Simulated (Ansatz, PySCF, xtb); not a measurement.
Reaction R1 + R2 → P1 + P2, each structure at its B3LYP-D3(BJ)/def2-TZVP stationary point, reached from a drawn start (curvature not checked).
P1: C2H7GaO (SMILES [CH3][Ga]([CH3])[OH]), charge 0, multiplicity 1.
P2: CH4 (SMILES C), charge 0, multiplicity 1.
R1, C3H9Ga (SMILES [CH3][Ga]([CH3])[CH3]) (charge 0, multiplicity 1):
```xyz
13

C     -0.8254     1.7075     0.5952
Ga    -0.0070    -0.0195     0.0436
C      1.9547    -0.2917     0.2274
C     -1.1366    -1.4358    -0.7778
H     -0.8051     2.4005    -0.2518
H     -0.2747     2.1759     1.4121
H     -1.8682     1.5870     0.8921
H      2.4531     0.0710    -0.6771
H      2.2109    -1.3460     0.3402
H      2.3647     0.2664     1.0703
H     -1.1816    -1.2758    -1.8596
H     -0.7245    -2.4322    -0.6126
H     -2.1603    -1.4073    -0.4021
```
R2, H2O (SMILES O) (charge 0, multiplicity 1):
```xyz
3

O      0.000     0.000     0.390
H      0.000     0.765    -0.195
H      0.000    -0.765    -0.195
```

P less R. No zero-point or thermal terms; no spin–orbit coupling. One arrangement of each flexible species, with no search for the lowest.

Programs: Ansatz (a first-principles code); PySCF for the D3/D4 terms; xtb for the GFN methods. No computed number here is a measurement.

Question: One of these levels gives -1.098 eV for the reaction energy. Which one is it?
A) HF/cc-pVDZ
B) revPBE-D3(BJ)/def2-TZVPP
C) GFN1-xTB
D) GFN2-xTB

Answer: A, HF/cc-pVDZ. The others give -1.728 (GFN1-xTB), -1.958 (GFN2-xTB), -0.941 (revPBE-D3(BJ)/def2-TZVPP)
